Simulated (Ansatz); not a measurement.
The cluster Ge2O2⁺. The state is a doublet with charge 1. Geometry PBE-D4/def2-SVP, basis def2-TZVP, Ansatz.

```tsv
atom	x (Å)	y (Å)	z (Å)
Ge1	-0.595	-0.987	-1.039
Ge2	0.595	0.986	1.040
O3	0.767	0.299	-0.722
O4	-0.767	-0.298	0.722
```

```
run  HOMO (eV)  LUMO (eV)
  A     -16.02      -4.88
  B     -12.84     -11.16
  C     -15.73      -7.92
  D     -16.19      -7.82
  E     -13.62     -10.05
  F     -12.55     -11.51
```

LC-ωPBE has ω = 0.4 bohr⁻¹. The structure comes from a short search, and lower isomers may exist.

HOMO and LUMO are taken over both spins.

**Question.** The runs used HF, LC-ωPBE, PBE, PBE0, r2SCAN, ωB97M-V. Estimate which is which.

**Answer.** A HF (100 % exact exchange); B r2SCAN (0 % exact exchange); C ωB97M-V (range-separated); D LC-ωPBE (range-separated); E PBE0 (25 % exact exchange); F PBE (0 % exact exchange). Exact exchange lowers occupied and raises empty levels; among semilocal functionals meta-GGAs tend to open the gap a little, and such runs are hard to tell apart. The gap grows from 1.04 eV (PBE) to 11.14 eV (HF).
